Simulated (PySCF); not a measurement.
Compound: Al(NCO)3, C3AlN3O3.
SMILES: `O=C=[N][Al]([N]=C=O)[N]=C=O`

Method: TDDFT wB97X-D/def2-SVPD, vertical, gas phase, core orbitals frozen in the response (PySCF 2.14.0, density-fitted response routines). Isolated species at its PBE0-D3(BJ)/def2-SVP geometry, gas phase.

List the vertical singlet excitations with oscillator strengths and describe the spectrum.

```tsv
state	E (eV)	λ (nm)	f	|μ| (D)	main configurations (H = HOMO, L = LUMO)
S1	6.23	199.0	0.0000	0.00	H→L (89%)
S2	6.75	183.8	0.0000	0.01	H-3→L (80%), H→L+8 (10%)
S3	6.76	183.4	0.0000	0.01	H-4→L (80%), H→L+7 (11%)
S4	6.91	179.4	0.121	2.14	H-2/H-1→L (≥76%)
S5	6.92	179.2	0.128	2.21	H-2/H-1→L (≥76%)
S6	7.23	171.5	0.0004	0.12	H→L+1 (88%)
S7	7.40	167.5	0.0000	0.03	H-5→L (64%)
S8	7.50	165.2	0.0000	0.01	H-2/H-1→L+1 (≥83%)
S9	7.51	165.0	0.0000	0.01	H-2/H-1→L+1 (≥84%)
S10	7.67	161.6	0.0000	0.00	H-2/H-1→L+3 (≥28%), H-2/H-1→L+2 (≥25%), H-5→L+10 (11%)
S11	7.78	159.5	0.065	1.49	H-3→L+1 (77%)
S12	7.79	159.3	0.060	1.43	H-4→L+1 (77%)
S13	7.84	158.2	0.0000	0.02	H-2/H-1→L+2 (≥13%), H-2/H-1→L+3 (≥13%), H-2/H-1→L+10 (≥13%)
S14	7.84	158.2	0.0000	0.01	H-2/H-1→L+2 (≥14%), H-2/H-1→L+3 (≥14%), H-2/H-1→L+10 (≥13%)
```

Triplets (Tamm–Dancoff): T1 6.13 eV, H→L (86%); T2 6.26 eV, H-2/H-1→L (≥76%); T3 6.27 eV, H-2/H-1→L (≥76%).

The lowest singlet comes at 199 nm (601 kJ/mol) in the vacuum ultraviolet; it is dark (f under 0.0005); its leading configuration is HOMO→LUMO (89%). The most intense listed level is S4/S5 at 6.91 eV (179 nm, f = 0.249 summed), 0.68 eV above S1. S4/S5 and S13/S14 lie within about 0.01 eV of each other in each set. Löwdin shares by element: HOMO nitrogen 51%, oxygen 11% or more (atoms not listed hold the other 38%); LUMO aluminium 40%, nitrogen 29% (atoms not listed hold the other 31%). Weighted by f, the mean energy of these states is 7.21 eV. Of the 14 states listed, 4 reach f = 0.01 and 10 stay under 0.0005. The listed states span 1.61 eV, and the widest gap between neighbours is 0.52 eV (S1 to S2). The vertical ionisation energy (ΔSCF) is 11.04 eV, 3.20 eV above S14. Orbitals of the list HOMO-3 to LUMO+2 that lie within 0.01 eV of each other are written together with a slash and their weights summed (≥ marks a lower bound); for degenerate orbitals outside that list single weights are arbitrary. Singlets were solved by full linear response, triplets in the Tamm–Dancoff approximation. The highest level found (8.07 eV, f 0.097 so far) is left out, since the window may have cut off a degenerate partner.

The run took 3.2 min (with the writing of density and orbital grids) on one thread of an Arm Neoverse V1, no GPU (shared host), and the process peaked at 1.2 GiB of memory.
